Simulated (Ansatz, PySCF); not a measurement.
CH5N, charge +1, doublet, geometry from GFN2-xTB (a state made from the parent by changing its charge; the spin is typed, not shown lowest), atoms displaced at random by about 0.08 Å a coordinate. Base run: PySCF with PBE/6-31G, gradient.

PySCF was given this input:
```python
from pyscf import gto, scf, dft

mol = gto.Mole()
mol.atom = '''
    C    -0.623510   -0.007488   -0.072453
    N     0.668568   -0.092071   -0.008296
    H    -1.271224   -0.628799   -0.519964
    H    -1.045416    1.286122   -0.399309
    H    -1.195447    0.397061    1.098905
    H     1.018969   -0.959522   -0.380326
    H     1.185702    0.772164    0.404993
'''
mol.basis = '6-31g'
mol.charge = 1
mol.spin = 1
mol.verbose = 4
mol.build()

mf = dft.UKS(mol)
mf.xc = 'pbe'
mf.kernel()
g = mf.nuc_grad_method()
grad = g.kernel()
```

Programs used: Ansatz (a quantum-chemistry and plane-wave program), PySCF; a row that names a program was run with it.

The coordinate followed is z of atom 2.

Each row names what was changed in the base input (with any setting that the change needs).

| change | dE/dx (Eh/bohr) | net force (Eh/bohr) |
|---|---|---|
| base | -0.015700 | 0.000003 |
| grids.level = 5; grid_response = on | -0.015697 | 0.000000 |
| finite difference step (bohr) = 1e-3; conv_tol = 1e-11 | -0.015697 | - |
| grid_response = on | -0.015697 | 0.000000 |
| density fitting = on; auxbasis_response = off | -0.015734 | 0.000115 |
| code = ansatz | -0.015697 | 0.000000 |
| grids.level = 1; grid_response = off | -0.015695 | 0.000096 |
| finite difference step (bohr) = 0.01; conv_tol = 1e-11 | -0.015696 | - |
| density fitting = on | -0.015698 | 0.000003 |
| grids.level = 5; grid_response = off | -0.015697 | 0.000001 |
| grids.level = 1; grid_response = on | -0.015732 | 0.000000 |
| grids.level = 0; grid_response = off | -0.015633 | 0.004691 |

The net force is zero for an exact gradient.

Open shells are given as the SCF converged; they aren't shown to be the lowest states, and a large step between rows can be another state.
